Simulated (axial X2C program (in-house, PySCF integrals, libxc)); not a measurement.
Which molecule has these constants?

Computed with an in-house relativistic program for diatomic molecules, spin-free (one-electron X2C) or two-component (2c: spin–orbit coupling with atomic mean-field Coulomb and Gaunt terms, which also bring small scalar terms), in Dyall basis sets with cores contracted in-house; open shells are unrestricted.

A two-component PBE0 calculation in a Dyall 3-zeta basis gave Re = 1.616 Å, ωe = 1025.7 cm⁻¹, dipole magnitude 3.45 D, Ω = 0.

Question: Which molecule is it?
A. GeSe
B. GeS
C. GeTe
D. GeO

Answer: D. The others have GeS 2.012 Å and 585.9 cm⁻¹ (Ω = 0); GeTe 2.340 Å and 329.7 cm⁻¹ (Ω = 0); GeSe 2.135 Å and 412.3 cm⁻¹ (Ω = 0).

Each entry is the lowest single determinant of a limited PBE0 search at one distance. De goes to single-determinant-based atoms at the same level (for ions the charge split of lowest energy) and is withheld (n/a) where an atom does not fit its ground term or J level. Main or longest-lived isotopes. The functionals have no current term, which raises determinants with orbital currents.
